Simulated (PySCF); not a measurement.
MN15 on Tl (thallium, neutral), [Xe] 4f14 5d10 6s1 6p1 6d1, one real determinant (an excited configuration). Computed with PySCF 2.14 in aug-cc-pwCVDZ-PP with ECP60MDF (6s5p4d1f, 48 functions), with scalar relativity through the core potential.

```
cycle= 1 E= -171.741176960638  delta_E= -0.0172  |g|= 0.116  |ddm|= 0.943
cycle= 2 E= -171.742524722196  delta_E= -0.00135  |g|= 0.0885  |ddm|= 0.49
cycle= 3 E= -171.744479311589  delta_E= -0.00195  |g|= 0.00283  |ddm|= 0.184
cycle= 4 E= -171.74448991569  delta_E= -1.06e-05  |g|= 0.00051  |ddm|= 0.0168
cycle= 5 E= -171.744490680423  delta_E= -7.65e-07  |g|= 5.06e-05  |ddm|= 0.0044
cycle= 6 E= -171.744490686926  delta_E= -6.5e-09  |g|= 3.6e-06  |ddm|= 0.000541
cycle= 7 E= -171.744490686942  delta_E= -1.58e-11  |g|= 3.41e-07  |ddm|= 3.9e-05
converged SCF energy = -171.744490686942  <S^2> = 3.7512197  2S+1 = 4.0006098
```

Highest occupied orbital energy: 0.104 eV; ⟨L²⟩ = 8.02; populations by l: s 3.00, p 7.00, d 11.00, f 0.00.

Task: Can this result be used?

Result: Not for this state. Self-consistency was reached. ⟨L²⟩ = 8.02 against 12 for a pure F term, so this real determinant mixes terms. Energies and moments cover only the electrons outside the core potential. Spin-orbit coupling, absent here, splits the open shell strongly. The outer electron is Rydberg-like, and this basis confines it to a smaller radius and binds it less than a complete one would. At MN15 the highest occupied level has a positive energy, so only the finite basis holds that electron; for this excited configuration the basis is too tight for the outer shell.
